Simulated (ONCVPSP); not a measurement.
# Which change was made? (Ag, ONCV)

```
Element                 : Ag (Z = 47)
Generator               : ONCVPSP 4.0.1
Type                    : optimised norm-conserving Vanderbilt (ONCV)
Functional              : LDA (Perdew-Wang 92)
Relativity              : scalar-relativistic
Frozen core             : [Kr]
Valence charge          : 11
Reference configuration : 4d10 5s1
Partial waves           : 5s: rc 2.65 bohr, ncon 3, nbas 6, qcut 2.7 1/bohr, 3 projectors, debl 3.6 Ha; p scattering state at 0.24 Ha: rc 2.05 bohr, ncon 3, nbas 7, qcut 4.7 1/bohr, 3 projectors, debl 0.4 Ha; 4d: rc 1.20 bohr, ncon 4, nbas 7, qcut 7.7 1/bohr, 2 projectors, debl 3.5 Ha
Local potential         : polynomial inside 0.80 bohr (lpopt 5, dvloc0 -1 Ha)
Core correction         : Teter function, fcfact 4.75, rcfact 1.45
```

Cutoffs, loose and tight: the cutoffs (Ha) at which the residual kinetic energy of the hardest occupied pseudo-wave falls to 1 and 0.1 mHa per electron. They do not see the model core or the augmentation charge, which bear on the density cutoff. Test errors are all-electron minus pseudo excitation energies from the reference, over the configurations 4d10 5s0; 4d9 5s0; 4d8 5s0; 4d10 5s0 5p1; variants that change the core or the reference have their own tests.

The base gives: outcome: generated; cutoff, loose: 36 Ha; cutoff, tight: 105 Ha; bound ghosts: s, p; GHOST(+) flags above zero: s, p; largest test error (meV): -286.

(1) After one change the result is: outcome: generated; cutoff, loose: 29 Ha; cutoff, tight: 71 Ha; bound ghosts: s, p; GHOST(+) flags above zero: s, p, d; largest test error (meV): -278. Which change was it?
A. d: rc 1.16
B. d: rc 0.9
C. d: rc 1.04
D. d: rc 1.44

Answers

(1) D. The others give: d: rc 1.16 → outcome: generated; cutoff, loose: 42 Ha; cutoff, tight: 112 Ha; bound ghosts: s, p; GHOST(+) flags above zero: s, p; largest test error (meV): -286 | d: rc 0.9 → outcome: generated; cutoff, loose: 174 Ha; cutoff, tight: 216 Ha; bound ghosts: s, p; GHOST(+) flags above zero: s, p, d; largest test error (meV): -280 | d: rc 1.04 → outcome: generated; cutoff, loose: 55 Ha; cutoff, tight: 143 Ha; bound ghosts: s, p; GHOST(+) flags above zero: s, p; largest test error (meV): -286.
